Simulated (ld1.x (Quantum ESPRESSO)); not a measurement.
## Which change was made? (Li, TM)

ld1.x (Quantum ESPRESSO) 7.5 input, shortened:

```
&input
   title='Li', zed=3., rel=0, dft='PBESOL', iswitch=3,
   config='[He] 2s0 2p0'
 /
 &inputp
   pseudotype=2, tm=.true., lloc=-1, rcloc=2.45,
   nlcc=.false.
 /
2
1S  1  0   2.00   0.00  0.50  0.50  0.0
2P  2  1   0.00   0.00  3.45  3.45  0.0
 &test
   configts(1)='1s2 2s0 2p0'
 /
```

Cutoffs, loose and tight: the cutoffs (Ry, on a coarse ladder) from which the occupation-weighted sum of valence levels, in a spherical-Bessel basis at the reference potential, stays within 10 and 1 mRy of its value at 400 Ry. They do not see the model core or the augmentation charge, which bear on the density cutoff. Test errors are all-electron minus pseudo excitation energies from the reference, over the configurations 1s2 2s1 2p0; 1s2 2s0.5 2p0; 1s2 2s0 2p1; 1s1 2s1 2p0; variants that change the core or the reference have their own tests.

The base gives: outcome: generated; cutoff, loose: 260 Ry; cutoff, tight: 300 Ry; bound ghosts: none; largest test error (meV): -886.

Q: After one change the result is: outcome: generated; cutoff, loose: over 300 Ry; cutoff, tight: over 300 Ry; bound ghosts: none; largest test error (meV): -697. Which change was it?
A. all radii scaled by about 1.36 (s 0.68, p 4.70 bohr); local potential all-electron potential smoothed inside 3.34 bohr (lloc = -1)
B. all radii scaled by about 0.77 (s 0.38, p 2.66 bohr); local potential all-electron potential smoothed inside 1.90 bohr (lloc = -1)
C. all radii scaled by about 1.15 (s 0.58, p 3.96 bohr); local potential all-electron potential smoothed inside 2.82 bohr (lloc = -1)

A: B. The others give: all radii scaled by about 1.15 (s 0.58, p 3.96 bohr); local potential all-electron potential smoothed inside 2.82 bohr (lloc = -1) → outcome: generated; cutoff, loose: 200 Ry; cutoff, tight: over 300 Ry; bound ghosts: none; largest test error (meV): -1238 | all radii scaled by about 1.36 (s 0.68, p 4.70 bohr); local potential all-electron potential smoothed inside 3.34 bohr (lloc = -1) → outcome: generated; cutoff, loose: 160 Ry; cutoff, tight: over 300 Ry; bound ghosts: none; largest test error (meV): -1976.
